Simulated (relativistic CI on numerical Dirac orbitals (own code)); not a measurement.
# Radial parameters of Ni4+

Computed by Dirac-Coulomb-Breit CI, orbitals from a KLI potential per configuration, QED by a radiative potential, valence Slater integrals scaled by 0.85, P86 correlation energy added to each configuration (own radial code, finite nucleus).

Slater integrals F^k, G^k are unscaled and averaged over j, outside the closed core [Ne]; ζ comes from projecting the Hamiltonian with its Breit term on Σ l·s of the shell.

- 3s2 3p6 3d6: F^2(3d,3d) = 114470, F^4(3d,3d) = 71825, ζ(3d) = 794.63 cm⁻¹; <r>(3d) = 0.8348, <r^2>(3d) = 0.8603 (bohr units).
- 3s2 3p6 3d5 4s: F^2(3d,3d) = 119800, F^4(3d,3d) = 75389, ζ(3d) = 864.89, G^2(3d,4s) = 13507 cm⁻¹; <r>(3d) = 0.8034, <r^2>(3d) = 0.7931, <r>(4s) = 1.921, <r^2>(4s) = 4.153 (bohr units).
- 3s2 3p6 3d5 4p: F^2(3d,3d) = 120160, F^4(3d,3d) = 75640, ζ(3d) = 870.92, F^2(3d,4p) = 28824, G^1(3d,4p) = 10337, G^3(3d,4p) = 9601.6, ζ(4p) = 1539.8 cm⁻¹; <r>(3d) = 0.8015, <r^2>(3d) = 0.7884, <r>(4p) = 2.152, <r^2>(4p) = 5.231 (bohr units).

(1) Give the Racah parameters of the d shell in 3s2 3p6 3d6.

Averages of the first 10 configurations, taken without configuration mixing, which lowers the lowest level and can move excited configurations by several eV; other configurations of the list can lie among them:

| Configuration | Parity | States | Average energy above the lowest level (eV) |
| --- | --- | --- | --- |
| 3s2 3p6 3d6 | even | 210 | 5.2 |
| 3s2 3p6 3d5 4s | even | 504 | 30.1 |
| 3s2 3p6 3d5 4p | odd | 1512 | 39.7 |
| 3s2 3p5 3d7 | odd | 720 | 75.6 |
| 3s2 3p6 3d5 4d | even | 2520 | 53.4 |
| 3s2 3p6 3d5 5s | even | 504 | 57.1 |
| 3s2 3p6 3d5 5p | odd | 1512 | 60.8 |
| 3s2 3p6 3d4 4s2 | even | 210 | 62.2 |
| 3s2 3p6 3d5 4f | odd | 3528 | 63.2 |
| 3s2 3p6 3d5 5d | even | 2520 | 66.4 |

## Answers

(1) B = F²/49 − 5F⁴/441 = 1522 cm⁻¹ and C = 35F⁴/441 = 5700 cm⁻¹; values fitted to spectra at such low charge are typically 15 to 30 % smaller.
